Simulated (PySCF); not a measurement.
InI3, SMILES [I][In]([I])[I].

Geometry optimised at PBE0-D3(BJ)/def2-SVP. The isomer is the one that the SMILES or the coordinates give; other isomers of the formula were not compared. The def2 effective core potentials stand for the cores of I, In; spin–orbit coupling is left out.

The numbers are results of TDDFT-PBE/def2-SVPD in PySCF, not measurements.

Vertical excitations; the highest root listed may be one member of a degenerate set. Gas-phase values at a fixed geometry. State labels are in the subgroup C2v.

Computed lowest excited states:
```csv
state,symmetry,energy (eV),λ (nm),f,main pairs
S1,B1,2.90,427,0.000,HOMO→LUMO 100 %
S2,A2,3.12,398,0.000,HOMO−1→LUMO (degenerate set)
S3,B2,3.12,398,0.000,HOMO−2→LUMO (degenerate set)
S4,A1,3.20,387,0.026,HOMO−3→LUMO (degenerate set)
S5,B1,3.20,387,0.026,HOMO−4→LUMO (degenerate set)
S6,B2,3.61,343,0.009,HOMO−5→LUMO 100 %
S7,A2,3.92,316,0.000,HOMO→LUMO+1 100 %
S8,B2,4.15,298,0.000,HOMO−3→LUMO+1 (degenerate set)
S9,A2,4.15,298,0.000,HOMO−4→LUMO+1 (degenerate set)
S10,B1,4.29,289,0.012,"HOMO−1→LUMO+1 84 %, HOMO−6→LUMO 16 %"
T1,B1,2.65,468,0,HOMO→LUMO 100 %
T2,A1,2.87,433,0,HOMO−3→LUMO (degenerate set)
T3,B1,2.87,433,0,HOMO−4→LUMO (degenerate set)
T4,A2,2.88,431,0,HOMO−1→LUMO 100 %
```
Triplets are in the Tamm–Dancoff approximation, which puts them higher than full response would, so one can lie above its singlet here.
